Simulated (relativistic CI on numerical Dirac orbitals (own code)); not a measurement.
**Ca5+: sensitivity of the levels to the model**

Base calculation: Dirac-Coulomb-Breit CI, orbitals from a KLI potential per configuration, model QED (radiative potential, 1s self-energy scaled to tabulated hydrogen-like ionisation energies), valence Slater integrals scaled by 0.85, P86 correlation energy added to each configuration.

CI space (outside the closed core [Ne]): 3s²3p³, 3s3p⁴, 3s²3p²3d, 3p⁵, 3s3p³3d, 3s²3p²4s, 3p⁴3d, 3s²3p²4p, 3s3p²3d², 3s²3p²4d, 3s²3p²4f, 3s²3p²5s, 3s3p³4s, 3s²3p²5p, 3s3p³4p, 3s²3p²5d, 3s²3p²5f, 3s²3p²5g, 3s²3p²6s, 3s²3p²6p, 3s3p³4d, 3s²3p²6d, 3s²3p3d4p, 3s3p³4f, 3s3p³5s, 3s3p³5p, 3p⁴4s, 3s3p³5d, 3s3p³5f, 3s3p³5g, 3s3p²3d4s, 3s3p³6s, 3p⁴4p, 3s²3p3d², 3s²3d³, 3s3p3d³, 3s²3d²4s, 3s²3d²4p, 3s²3d²4d, 3p³3d², 3p²3d³, 3p²3d²4s, 3p²3d²4p, 3p²3d²4d, 3s²3p3d4s, 3s3p3d²4s, 3s²3d4s², 3s²3d4s4p, 3s²3d4s4d. Double excitations out of closed p, d and f shells are left out; levels of such configurations are missing from the list, as are those of other unlisted configurations, and high levels can miss mixing partners. These lack a partner that the ground configuration has and come out too high: 3s²3p²4f, 3s²3p²5s, 3s²3p²5p, 3s3p³4p, 3s²3p²5d.

Variants: (1) no correlation estimate; (2) self-excluded LDA correlation estimate; (3) configuration mixing switched off; (4) non-relativistic limit. Shifts of the energy above 3s²3p³ ⁴S°3/2, in cm⁻¹, for the lowest level and the first level of each name with at least 55 % of one term (blank where a level changes its place among those of its configuration and J or its character, or is not in the variant):

| Level | Base | Δ(1) | Δ(2) | Δ(3) | Δ(4) | Measured |
| --- | --- | --- | --- | --- | --- | --- |
| 3s²3p³ ⁴S°3/2 | 0.0 | 0.0 | 0.0 | 0.0 | 0.0 | 0.0 |
| 3s²3p³ ²D°3/2 | 25723.3 | -8.2 | -2.6 | +1415.0 | +290.5 |  |
| 3s²3p³ ²D°5/2 | 26159.3 | -8.1 | -2.5 | +1377.9 | -145.5 |  |
| 3s²3p³ ²P°1/2 | 42227.1 | -14.7 | -7.4 | +3582.4 | -226.2 |  |
| 3s²3p³ ²P°3/2 | 42818.2 | -15.0 | -7.5 | +3576.9 | -817.2 |  |
| 3s3p⁴ ⁴P5/2 | 160439.8 | -698.4 | -349.6 | +8873.4 | -2696.1 | 155786.5 |
| 3s3p⁴ ⁴P3/2 | 162414.1 | -698.8 | -349.6 | +8994.3 | -4670.5 | 157767.5 |
| 3s3p⁴ ⁴P1/2 | 163468.0 | -699.0 | -349.5 | +9073.1 | -5724.4 | 158830.5 |
| 3s3p⁴ ²D3/2 | 196705.0 | -726.6 | -346.4 | +26153.8 | -3607.6 |  |
| 3s3p⁴ ²D5/2 | 196897.4 | -726.5 | -346.4 | +26107.6 | -3800.0 |  |
| 3s3p⁴ ²S1/2 | 233890.1 | -718.5 | -344.3 | +16391.8 | -4421.7 |  |
| 3s²3p²3d ⁴F3/2 | 250034.4 | -860.5 | -300.8 |  | +323.8 |  |
| 3s²3p²3d ⁴F5/2 | 250751.4 | -860.7 | -300.8 | -3697.3 | -393.3 |  |
| 3s²3p²3d ⁴F7/2 | 251794.0 | -860.9 | -300.8 | -3660.6 | -1435.8 |  |

At this charge configurations can still be misplaced by up to about 7 % of their energy. 6 of the 6 excited levels that our extract of the measured tables holds in this range could be paired (the sources list more); they are missed by 3196 cm⁻¹ on average and 4653 at most, and levels without a partner can miss by more. Some levels of the ground configuration have no partner and can miss by 10 % or more.

Measured levels: Sugar and Corliss, J. Phys. Chem. Ref. Data 8, 865 (1979).

Ionisation energy from the two ground configurations alone: base 107.819 eV; no correlation estimate 106.517 eV; self-excluded LDA correlation estimate 108.294 eV. The NIST ASD value (semi-empirical) is 108.78 eV.

LS names give the leading component of a level, which can be under half, so a name can repeat, a term be missing and a line seem to break the LS rules.
